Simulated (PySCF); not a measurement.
## A survey of 29Si NMR shifts

PySCF 2.14 calculation with GFN2-xTB structure and GIAO PBE0/pcSseg-1 shieldings; no solvent, relativity neglected, one conformer, rapidly exchanging positions averaged.

Shieldings were converted by a linear fit to measured shifts: 29Si: δ = 279.94 − 0.822σ (rms 8.9 ppm, 72 shifts, 25.8 ppm with the 6 outliers that the fit left out vs TMS, solution or neat liquid). A few per cent of atoms miss by over 2 rms, more outside the fitted compound classes.

Task: Give the 29Si shifts of `C[C@@H]([SiH2]P)C(=O)C=O`, `[SiH3]N[SiH2][Si@@H](Cl)N([SiH3])[SiH3]`, `CC(=O)/C=C/O[SiH2]P`, `CO[C@@H]1C(=O)C[Si@@H]1P`, `Cc1c(F)cnn1[SiH3]`.

Result: 
```
                                                      compound                                        environment  δ (ppm)
                                      C[C@@H]([SiH2]P)C(=O)C=O                        silicon bonded to C, P, 2 H    -23.8
[SiH3:1][NH:2][SiH2:3][Si@@H:4]([Cl:5])[N:6]([SiH3:7])[SiH3:8]                Si4: silicon bonded to Cl, N, Si, H     -8.7
[SiH3:1][NH:2][SiH2:3][Si@@H:4]([Cl:5])[N:6]([SiH3:7])[SiH3:8]               Si7/8: silicon bonded to N, 3 H (×2)    -46.4
[SiH3:1][NH:2][SiH2:3][Si@@H:4]([Cl:5])[N:6]([SiH3:7])[SiH3:8]                      Si1: silicon bonded to N, 3 H    -50.6
[SiH3:1][NH:2][SiH2:3][Si@@H:4]([Cl:5])[N:6]([SiH3:7])[SiH3:8]                  Si3: silicon bonded to N, Si, 2 H    -51.0
                                           CC(=O)/C=C/O[SiH2]P                        silicon bonded to O, P, 2 H    -19.4
                                      CO[C@@H]1C(=O)C[Si@@H]1P  silicon bonded to 2 C, P, H, in a 4-membered ring    -48.4
                                             Cc1c(F)cnn1[SiH3]                           silicon bonded to N, 3 H    -45.7
```

Task: Match the shifts -12.8, -26.9, -37.7, -51.6, -71.2, -114.2 ppm to `CO[C@@H]1C(=O)C[Si@H]1P`, `C=C1[SiH2][C@H]1C(Cl)(Cl)Cl`, `C=C(O[SiH2]P)C(C)=O`, `O=CO[Si](O)(O)O`, `CC(=O)/C=C\O[SiH2]P`, `C#C[Si@@H](CCl)C(Cl)Cl`.

Result: -12.8: CC(=O)/C=C\O[SiH2]P (silicon bonded to O, P, 2 H); -26.9: C=C(O[SiH2]P)C(C)=O (silicon bonded to O, P, 2 H); -37.7: C#C[Si@@H](CCl)C(Cl)Cl (silicon bonded to 3 C, H); -51.6: CO[C@@H]1C(=O)C[Si@H]1P (silicon bonded to 2 C, P, H, in a 4-membered ring); -71.2: O=CO[Si](O)(O)O (silicon bonded to 4 O); -114.2: C=C1[SiH2][C@H]1C(Cl)(Cl)Cl (silicon bonded to 2 C, 2 H, in a 3-membered ring).
